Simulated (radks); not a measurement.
Dispersion coefficients C6 (hartree bohr^6) between ground-configuration atoms and ions, from the Casimir-Polder integral (3/pi) of alpha_A(iw) alpha_B(iw). Calculated with a radial shooting solver on a logarithmic mesh with Libxc functionals: scalar-relativistic Kohn-Sham, LDA (Slater exchange, Perdew-Wang correlation), spin-polarised, spherical densities, finite nucleus; open shells are filled with parallel spins first (spin-orbit coupling, left out, can overturn this in heavy ions); Fermi nuclear charge, rms radius of each element as measured or else 0.836 A^(1/3) + 0.57 fm. Response by self-consistent Sternheimer equations with the Hartree and adiabatic LDA kernel, the relativistic mass of each level held fixed and spin-orbit coupling left out. For heavy and open-shell atoms this level of theory can miss by tens of per cent.

\begin{tabular}{lrrrrrr}
C6 & Mg+ & Zn+ & Ni+ & Tb+ & Ir2+ & P2+ \\ \hline
Mg+ & 124.8 &  &  &  &  &  \\
Zn+ & 86.03 & 66.97 &  &  &  &  \\
Ni+ & 55.15 & 45.80 & 32.45 &  &  &  \\
Tb+ & 258.9 & 183.0 & 119.9 & 544.5 &  &  \\
Ir2+ & 72.60 & 64.21 & 46.88 & 161.1 & 69.42 &  \\
P2+ & 56.19 & 45.86 & 31.90 & 120.3 & 45.52 & 32.27 \\
\end{tabular}

Static polarisabilities (bohr^3): Mg+ ([Ne] 3s1) 30.35, Zn+ ([Ar] 3d10 4s1) 16.03, Ni+ ([Ar] 3d9) 9.239, Tb+ ([Xe] 4f9 6s1) 65.80, Ir2+ ([Xe] 4f14 5d7) 10.61, P2+ ([Ne] 3s2 3p1) 9.037. The combination rule 2 Ca Cb / ((alpha_b/alpha_a) Ca + (alpha_a/alpha_b) Cb) gives 46.11 for Ir2+-Ni+, against 46.88 from the integral.
